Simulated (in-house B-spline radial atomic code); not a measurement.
Orbital energies and mean radii along the 15-electron series, configuration [Ne] 3s2 3p3. The effective charge is n√(-2ε), a non-relativistic measure. Computed with an all-electron radial atomic-structure program (B-spline basis): non-relativistic Hartree-Fock, average of the configuration, point nuclei.

This level leaves out relativity, spin-orbit splitting included, which matters for heavy ions.

| ion | Z | energy of 3p (Eh) | mean radius of 3p (bohr) | energy of 2s (Eh) | mean radius of 2s (bohr) | energy of 2p (Eh) | mean radius of 2p (bohr) | energy of 1s (Eh) | mean radius of 1s (bohr) | effective charge of 3p |
| --- | --- | --- | --- | --- | --- | --- | --- | --- | --- | --- |
| Tm54+ | 69 | -187.08 | 0.2057 | -473.46 | 0.091677 | -459.43 | 0.077721 | -2188.44 | 0.021958 | 58.029 |
| Yb55+ | 70 | -193.6 | 0.20236 | -488.97 | 0.090298 | -474.72 | 0.076531 | -2254.99 | 0.021642 | 59.032 |
| Lu56+ | 71 | -200.23 | 0.19913 | -504.73 | 0.08896 | -490.26 | 0.075378 | -2322.55 | 0.021334 | 60.034 |
| Hf57+ | 72 | -206.97 | 0.196 | -520.75 | 0.087661 | -506.05 | 0.074258 | -2391.11 | 0.021035 | 61.037 |
| Ta58+ | 73 | -213.82 | 0.19297 | -537.01 | 0.086399 | -522.1 | 0.073171 | -2460.67 | 0.020744 | 62.039 |
| W59+ | 74 | -220.79 | 0.19003 | -553.53 | 0.085173 | -538.39 | 0.072116 | -2531.22 | 0.020461 | 63.041 |
| Re60+ | 75 | -227.86 | 0.18718 | -570.29 | 0.083982 | -554.93 | 0.07109 | -2602.78 | 0.020186 | 64.043 |
| Os61+ | 76 | -235.05 | 0.18441 | -587.31 | 0.082823 | -571.72 | 0.070094 | -2675.34 | 0.019918 | 65.046 |
| Ir62+ | 77 | -242.35 | 0.18172 | -604.57 | 0.081696 | -588.77 | 0.069124 | -2748.89 | 0.019657 | 66.048 |

Question: How does the screening of 3p change?

Answer: Z less the effective charge goes from 10.97 at Z = 69 to 10.95 at Z = 77.
